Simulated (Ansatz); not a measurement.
Total energies of `C[N](C)[Al]([NH2])[NH2]`.

| atom | x (Å) | y (Å) | z (Å) |
| --- | --- | --- | --- |
| C1 | 1.162 | 0.372 | -1.478 |
| N2 | 0.063 | 0.423 | -0.549 |
| C3 | -0.890 | 1.448 | -0.886 |
| Al4 | -0.098 | -0.657 | 0.853 |
| N5 | 1.285 | -1.627 | 1.383 |
| N6 | -1.642 | -0.759 | 1.715 |
| H7 | 1.854 | -0.434 | -1.221 |
| H8 | 1.734 | 1.313 | -1.491 |
| H9 | 0.818 | 0.192 | -2.508 |
| H10 | -1.696 | 1.489 | -0.149 |
| H11 | -1.346 | 1.279 | -1.873 |
| H12 | -0.423 | 2.445 | -0.915 |
| H13 | 1.230 | -2.402 | 2.023 |
| H14 | 2.242 | -1.471 | 1.114 |
| H15 | -2.527 | -0.436 | 1.362 |
| H16 | -1.766 | -1.176 | 2.622 |

The species carries charge 0 and has multiplicity 1. Geometry: relaxed with PBE0-D4/def2-TZVP. It is one conformer, not always the lowest. Basis def2-TZVPP, the Gaussian-basis code of Ansatz.

RPA on PBE orbitals: Hartree–Fock energy of these orbitals -486.97580 Eh, correlation -1.75300 Eh (frozen core).

```tsv
functional	energy without D4 (Eh)	D4 term (kJ/mol)
PBE	-488.67152	-32.0
revPBE	-488.98962	-97.7
BLYP	-489.02643	-69.3
r2SCAN	-488.96035	-8.5
B97M-V	-489.04490	–
PBE0	-488.72135	-27.3
r2SCANh	-488.94696	-9.0
r2SCAN0	-488.92809	-9.9
HSE06 (plane-wave form)	-488.70153	-25.4
CAM-B3LYP	-489.02004	-27.6
ωB97X-V	-489.01507	–
ωB97M-V	-489.00114	–
B2PLYP	-488.80856	–
PBE-QIDH	-488.60524	–
```

Problem. Give the same for LDA (SPW92), B3LYP, BHLYP, LC-ωPBE. (Best estimate.)

Solution. The calculation gave: 
```csv
functional,energy without D4 (Eh),D4 term (kJ/mol)
LDA (SPW92),-485.95621,–
B3LYP,-489.16353,-50.9
BHLYP,-488.98416,-38.0
LC-ωPBE,-488.90106,–
```

B3LYP takes the VWN-RPA correlation (the form of Gaussian; ORCA's B3LYP/G). HSE06 is the plane-wave form, built on full-range PBE exchange. The double hybrids freeze the cores in their second-order part.

LC-ωPBE has ω = 0.4 bohr⁻¹.
